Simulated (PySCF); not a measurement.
## How methods differ on the excitation energy of Pb⁺

Pb⁺ [Xe] 4f14 5d10 6s2 6p1 (2P) → Pb⁺ [Xe] 4f14 5d10 6s1 6p2 (4P), as a difference of total energies. Calculation: PySCF 2.14, in ANO-RCC-VTZP (8s7p5d3f2g, 93 functions); the spin-free X2C one-electron Hamiltonian (Gaussian nucleus). Correlated levels: valence and next inner shell: [Kr] 4d10 4f14 frozen. The calculations carry no spin-orbit coupling.

| method | excitation energy (eV) |
| --- | --- |
| UHF | 6.047 |
| MP2 (valence and next inner shell) | 7.813 |
| SCS-MP2 (valence and next inner shell) | 7.847 |
| CCSD (valence and next inner shell) | 7.445 |
| CCSD(T) (valence and next inner shell) | 7.545 |

Problem. How much does correlation contribute at CCSD(T) (valence and next inner shell)?

Solution. 7.545 − (6.047) = 1.498 eV, measured against UHF.

Spin-orbit coupling is strong in these open shells (close to jj coupling). The scalar numbers leave it out and a first-order estimate fails, so it can dominate the gap to the real levels.
